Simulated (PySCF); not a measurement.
**Working out the ionisation energy of Te⁺**

Te⁺ [Kr] 4d10 5s2 5p3 (4S) → Te²⁺ [Kr] 4d10 5s2 5p2 (3P). Calculation: PySCF 2.14, in x2c-QZVPPall with one added diffuse shell each of s, p, d, f type (14s10p8d5f1g, 128 functions); scalar relativity by spin-free X2C-1e. Frozen: [Ar] 3d10. Energies in hartree (1 hartree = 27.21139 eV):

```tsv
part	Te⁺ (lower)	Te²⁺ (upper)
UHF	-6790.660509	-6789.986350
MP2 opposite-spin	-0.481287	-0.470256
MP2 same-spin	-0.265069	-0.251365
```

Problem. What does Hartree-Fock give?

Solution. (-6789.986350) − (-6790.660509) = 0.674159 hartree = 18.345 eV.

Problem. What do MP2 and SCS-MP2 (6/5 opposite-spin, 1/3 same-spin) give?

Solution. The opposite-spin parts differ by 0.300 eV and the same-spin parts by 0.373 eV. MP2: 18.345 + (0.300) + (0.373) = 19.018 eV. SCS-MP2: 18.345 + 1.2 × (0.300) + (0.373)/3 = 18.829 eV.

A first-order spin-orbit estimate adds -0.607 eV to MP2 (valence and next inner shell), giving 18.411 eV against 18.6 ± 0.4 eV (measured; NIST Atomic Spectra Database, ionization energies).

What remains against the reference includes basis incompleteness, the frozen core and correlation beyond second order.
